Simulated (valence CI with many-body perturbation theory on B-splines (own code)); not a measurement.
Pm12+: calculated level list

Computed by configuration interaction combined with many-body perturbation theory (CI+MBPT): three valence electrons over a frozen Dirac-Fock core [Kr] 4d10, radial functions for each j: 7 s, 7 p, 7 d, 7 f, 4 g, 2 h, with the one-electron correlation potential Σ1 (screened to all orders), the two-electron term Σ2, the three-electron term Σ3, Breit, model QED; selected single and double excitations, second order for the rest, scaled by the run's own slope (own B-spline code, finite nucleus).

No measured levels were compared; by estimate terms of the open shell hold to a few per cent of their energy, and close levels can change places; configurations with another count of f electrons can be misplaced by thousands of cm⁻¹.

Levels 136 to 180 of 198, with energies above the lowest level, 4f5s² ²F°_5/2. "Leading %" is the weight of the configuration and term that name the level; weights of strongly mixed levels are sums over their largest components and can fall short.

```
No.  Configuration  Term     J  E (cm⁻¹)  Leading %  Second component      g
136          4f²5p   ²I°  13/2    324110         72    15 % 4f²5p ⁴H°  1.101
137          4f²5p   ⁴D°   3/2    324150         73    21 % 4f²5p ²D°  1.127
138          4f²5p   ⁴G°  11/2    324570         85    11 % 4f²5p ²H°  1.245
139          4f²5p   ²P°   1/2    324660         85    13 % 4f²5p ⁴D°  0.607
140          4f²5p   ²G°   9/2    325820         63    17 % 4f²5p ²H°  1.088
141          4f²5p   ²F°   5/2    326460         33    30 % 4f²5p ⁴D°  1.151
142          4f²5p   ²H°  11/2    329080         69    23 % 4f²5p ²I°  1.052
143          4f²5p   ²F°   5/2    329250         71    17 % 4f²5p ⁴G°  0.854
144          4f²5p   ²G°   7/2    329320         42    26 % 4f²5p ²F°  1.046
145          4f²5p   ²F°   5/2    331810         55    20 % 4f²5p ²D°  1.038
146          4f²5p   ²G°   7/2    335150         53    24 % 4f²5p ²F°  1.015
147          4f²5p   ²G°   9/2    336550         77    12 % 4f²5p ⁴F°  1.137
148          5s5p²    ⁴P   5/2    339610         68     30 % 5s5p² ²D  1.473
149          4f²5p   ²I°  13/2    339860         51    49 % 4f²5p ²K°  1.006
150          4f²5p   ²D°   3/2    339920         49    24 % 4f²5p ²P°  1.123
151          4f²5p   ⁴P°   1/2    340880         56    38 % 4f²5p ²S°  2.293
152          4f²5p   ²F°   7/2    343110         79    11 % 4f²5p ⁴D°  1.166
153          4f²5p   ⁴P°   3/2    343990         48    27 % 4f²5p ⁴S°  1.635
154          4f²5p   ²H°  11/2    347120         67    31 % 4f²5p ²I°  1.037
155          4f²5p   ²D°   5/2    347140         66    24 % 4f²5p ²F°  1.141
156          4f²5p   ⁴D°   7/2    348990         82    14 % 4f²5p ²F°  1.375
157          4f²5p   ⁴D°   5/2    351270         38    35 % 4f²5p ⁴P°  1.400
158          4f²5p   ²K°  15/2    352510         99                    1.066
159          4f²5p   ²P°   1/2    353500         90     4 % 4f²5p ⁴P°  0.727
160          4f²5p   ²D°   3/2    355780         68    16 % 4f²5p ⁴D°  0.943
161          4f²5p   ²D°   5/2    357940         54    41 % 4f²5p ⁴P°  1.364
162          4f²5p   ²H°   9/2    359090         98                    0.909
163          4f²5p   ²P°   3/2    363260         61    19 % 4f²5p ²D°  1.278
164          4f²5p   ²P°   1/2    365100         89     6 % 4f²5p ⁴D°  0.668
165          5s5p²    ²D   3/2    366180         79     13 % 5s5p² ²P  0.882
166          4f5p²   ⁴G°   5/2    372280         41    17 % 4f5p² ²F°  0.838
167          4f5p²   ⁴D°   7/2    379980         25    20 % 4f5p² ⁴G°  1.156
168          5s5p²    ²P   1/2    380300         72     16 % 5s5p² ²S  1.095
169          5s5p²    ²D   5/2    391290         63     31 % 5s5p² ⁴P  1.327
170          4f²5p   ²P°   3/2    394840         97                    1.331
171          4f5p²   ²G°   7/2    407700         58    37 % 4f5p² ⁴G°  0.930
172          4f5p²   ⁴G°   5/2    407810         42    39 % 4f5p² ²D°  0.949
173          4f5p²   ⁴D°   7/2    413150         47    23 % 4f5p² ⁴G°  1.196
174          4f5p²   ⁴F°   3/2    414040         38    34 % 4f5p² ⁴D°  0.780
175          4f5p²   ⁴G°   9/2    414340         52    27 % 4f5p² ²G°  1.109
176          4f5p²   ²F°   5/2    416680         62    29 % 4f5p² ⁴F°  0.914
177          4f5p²   ⁴D°   5/2    417600         52    39 % 4f5p² ²D°  1.272
178          4f5p²   ⁴F°   9/2    418690         43    32 % 4f5p² ²G°  1.217
179          4f5p²   ²F°   7/2    420660         51    29 % 4f5p² ⁴F°  1.142
180          4f5p²   ²D°   3/2    422210         40    28 % 4f5p² ⁴F°  0.818
```

Names give the largest LS component (configuration and term), which can be under half, so a name can repeat, a term be missing and a line seem to break the LS rules; names also repeat where a configuration has a term twice.

Where two levels of one J and parity lie close, their mixing, g and order are uncertain.
